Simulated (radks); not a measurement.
Spin polarisation of the 3p1 shell in neutral aluminium. Start: [Ne] 3s2 3p(up 0.5, down 0.5); electrons of 3p are moved from spin down to spin up, other shells keep equal spins. Method: scalar-relativistic Kohn-Sham, PBE, spin-polarised, spherical densities, point nucleus; computed with a radial shooting solver on a logarithmic mesh with Libxc functionals. Estimate the energy gained and the exchange splitting at a moment of 1 Bohr magnetons.

Answer. At moment 1 the spin-polarisation energy is -0.193 eV and the 3p exchange splitting 0.787 eV, that is 0.787 eV per Bohr magneton; E = -I m^2/4 would give I = 0.771 eV.
